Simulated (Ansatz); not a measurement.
C₂H₆BFO₂ (`COB(F)OC`). Total charge 0; spin multiplicity 1.

Z-matrix (Å, degrees):
```
C
O 1 1.414
H 1 1.093 2 111.2
H 1 1.090 2 107.4 3 119.5
H 1 1.093 2 111.2 3 -121.1
B 2 1.349 1 120.4 3 60.8
O 6 1.353 2 121.5 1 0.0
F 6 1.335 2 117.2 1 -180.0
C 7 1.414 6 122.6 2 -180.0
H 9 1.091 7 111.8 6 -0.4
H 9 1.092 7 108.9 6 -121.2
H 9 1.092 7 108.9 6 120.4
```

(1) What are the harmonic wavenumbers in cm⁻¹ at PBE0-D4/def2-TZVP (Ansatz, finite differences of forces, unscaled)? (An estimate is asked.)

(2) Is this a minimum?

(3) Give the ideal-gas thermochemistry at 298.15 K and 1 bar (rigid rotor, harmonic oscillator; point group Cs, symmetry number 1).

(4) And at 400, 500, 600, 800 and 1000 K?

## Answers

(1) Computed: 31, 59, 131, 181, 184, 278, 468, 545, 679, 784, 1080, 1151, 1186, 1190, 1197, 1226, 1409, 1427, 1494, 1494, 1497, 1502, 1503, 1543, 3045, 3051, 3115, 3126, 3138, 3146.

(2) Yes, all 30 modes are real.

(3) Zero-point energy 244.4 kJ/mol; H(298) − E = 266.9 kJ/mol; entropy 367.5 J/(mol·K), of which translation 165.2, rotation 112.1, vibration 90.1; G(298) − E = 157.3 kJ/mol. Modes under 100 cm⁻¹ are hindered rotations or soft bends, so the harmonic entropy is rough.

(4) 
```
T (K)  H − E (kJ/mol)  S (J/mol/K)  G − E (kJ/mol)
  400           278.8        401.5           118.1
  500           292.4        432.0            76.4
  600           308.0        460.4            31.8
  800           343.7        511.5           -65.5
 1000           384.1        556.5          -172.4
```
